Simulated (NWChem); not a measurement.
Molecule: BiF3; SMILES [Bi]([F])([F])[F]

```xyz
4

Bi     0.0000     0.0000     0.2158
F     -1.7237    -0.3585    -0.8205
F      0.5514     1.6721    -0.8205
F      1.1724    -1.3135    -0.8205
```
Atoms are numbered in this order, from 1.

Level: PBE-D3(BJ)/def2-SVP with def2 effective core potentials on Bi (NWChem), optimised geometry, unscaled harmonic frequencies. def2 effective core potentials on Bi; no spin-orbit coupling.

List the harmonic frequencies with IR intensities, and the thermochemistry.


```tsv
frequency (cm⁻¹)	IR intensity (km/mol)
157	4.6
157	4.6
177	17.1
571	63.2
571	63.2
582	31.4
```

- zero-point energy = 3.2 kcal/mol
- thermal correction to the enthalpy at 298.15 K (with zero-point energy) = 7.0 kcal/mol
- heat capacity Cv = 14.9 cal/(mol K)
- entropy at 298.15 K and 1 atm (symmetry number 3) = 75.9 cal/(mol K)

Rigid rotor and harmonic oscillator.
